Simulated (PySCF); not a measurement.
CH4Ge, SMILES [GeH][CH3] (connectivity only; charge and spin as stated), neutral, multiplicity 1. The structure is a stationary point at ωB97X-D3(BJ)/def2-TZVP.

PySCF with TDA-PBE0/def2-TZVPD puts the lowest singlet excitations at 2.59, 4.25, 5.62, 6.26, 7.03, 7.25 eV.

Q: What are the lowest excitation roots from ADC(2)/aug-cc-pVDZ in PySCF? (Estimate from the structure and the level; the computed values follow.)

A: 2.52, 4.60, 5.54, 6.03, 6.49, 6.60 eV. S1 differs by -0.07 eV (second minus first; roots are paired by order, and the bases may differ).
